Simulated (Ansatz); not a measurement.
Gas-phase electronic energies from Ansatz, PBE0-D4/def2-TZVP geometries. CCSD(T)/CBS adds triple-zeta CCSD(T) − MP2 to the extrapolated MP2 energy (def2 sets, frozen cores). This one scheme is used for every species. Functionals use def2-TZVPP. Elements past krypton have def2 core potentials. For I outer-core shells are correlated without core-valence functions, which leaves a few kJ/mol of doubt a bond. One conformer a species, not always the lowest.

`ClCCCl` + HI → `ClCI` + `CCl`  (substitution at a C–C bond)

CCSD(T)/CBS gives +27.0 kJ/mol.

Task: Another level gave +33.3 kJ/mol. Which?
A. PBE-D4/def2-TZVPP
B. HF/def2-TZVPP
C. CCSD(T)/def2-TZVPP
D. MP2/def2-TZVPP

Result: C. CCSD(T)/def2-TZVPP 33.3, PBE-D4 25.0, MP2/def2-TZVPP 29.2, HF/def2-TZVPP 38.0 kJ/mol.

Largest T1 diagnostic among the species: 0.009.

In def2-TZVPP, CCSD(T) changes the Hartree–Fock value by −4.7 kJ/mol (the triples alone add −1.9 kJ/mol) and MP2 by −8.8 kJ/mol. From PBE to PBE0 (25 % exact exchange), in def2-TZVPP and without D4, ΔE moves by +5.5 kJ/mol.
